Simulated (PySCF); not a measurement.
# B (boron, neutral) across methods

[He] 2s2 2p1, 2P determinant. All numbers are calculated (PySCF 2.14, the non-relativistic Hamiltonian (point nucleus), in dyall-acv3z (15s9p4d2f, 76 functions)).

| method | E (hartree) | mean ε 2s α (eV) | mean ε 2s β (eV) | mean ε 2p α (eV) | Σ⟨r²⟩ (bohr²) | ⟨S²⟩ |
| --- | --- | --- | --- | --- | --- | --- |
| LC-wPBE | -24.6294 | -14.188 | -12.654 | -8.218 | 15.59 | 0.755 |
| LDA | -24.3560 | -9.682 | -8.669 | -4.112 | 16.16 | 0.752 |
| UHF | -24.53308 | -14.836 | -12.141 | -8.674 | 15.78 | 0.761 |
| PBEsol | -24.4774 | -9.613 | -8.616 | -4.072 | 16.10 | 0.753 |
| wB97X-V | -24.6552 | -13.699 | -12.310 | -7.667 | 15.85 | 0.753 |
| r2SCAN | -24.6382 | -9.950 | -8.774 | -4.581 | 15.76 | 0.758 |
| B97-3 | -24.6546 | -11.182 | -9.862 | -5.360 | 15.63 | 0.754 |
| PBE | -24.6121 | -9.660 | -8.695 | -4.169 | 16.01 | 0.753 |

(1) Estimate the same row for PBE0.

## Answers

(1) E (hartree) = -24.6197; mean ε 2s α (eV) = -11.109; mean ε 2s β (eV) = -9.826; mean ε 2p α (eV) = -5.373; Σ⟨r²⟩ (bohr²) = 15.81; ⟨S²⟩ = 0.754.
